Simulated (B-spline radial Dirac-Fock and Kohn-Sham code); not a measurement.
# The Ar-like isoelectronic sequence (18 electrons), Z = 51 to 64

Level of theory: Dirac-Fock ΔSCF + Breit + QED; a radial atomic solver. Binding energies in eV, tabulated ground configurations ([Ne] 3s2 3p6 throughout). Correlation energy is missing from these numbers.

```tsv
ion	2p1/2	2p3/2	3s	3p1/2	outermost level	NIST ionisation energy
Sb³³⁺	6114.7	5861.4	2373.7	2249.8	2190.3 (3p3/2)	2190 ± 5
Te³⁴⁺	6424.8	6148.6	2501.6	2374.2	2308.9 (3p3/2)	2309 ± 5
I³⁵⁺	6743.5	6442.7	2633.1	2502.1	2430.7 (3p3/2)	2431 ± 5
Xe³⁶⁺	?	?	?	?	?	?
Cs³⁷⁺	7406.8	7052.0	2907.1	2768.8	2683.7 (3p3/2)	2683 ± 4
Ba³⁸⁺	7751.7	7367.0	3049.6	2907.7	2814.9 (3p3/2)	2814 ± 4
La³⁹⁺	8105.5	7689.1	3195.8	3050.2	2949.3 (3p3/2)	2950 ± 4
Ce⁴⁰⁺	8468.3	8018.1	3345.8	3196.4	3086.9 (3p3/2)	3087 ± 4
Pr⁴¹⁺	8840.3	8354.2	3499.5	3346.4	3227.7 (3p3/2)	3227 ± 4
Nd⁴²⁺	9221.5	8697.3	3657.1	3500.2	3371.6 (3p3/2)	3371 ± 4
Pm⁴³⁺	9612.1	9047.4	3818.6	3657.8	3518.8 (3p3/2)	3519 ± 4
Sm⁴⁴⁺	10012.2	9404.6	3984.0	3819.3	3669.1 (3p3/2)	3669 ± 4
Eu⁴⁵⁺	10422.0	9768.8	4153.3	3984.7	3822.7 (3p3/2)	3823 ± 4
Gd⁴⁶⁺	10841.5	10140.1	4326.7	4154.1	3979.5 (3p3/2)	3980 ± 4
```

Q: Fill in the row of Xe³⁶⁺.

A: 2p1/2 7070.8, 2p3/2 6743.9, 3s 2768.3, 3p1/2 2633.7, outermost 2555.6 (3p3/2), NIST 2556 ± 5 eV.

NIST's values are for the lowest levels; a dash marks a value that is missing or belongs to another shell. Their kind here: theoretical. 

Values without a named source are computed, but for edge energies of neutral atoms, which are taken from tables.
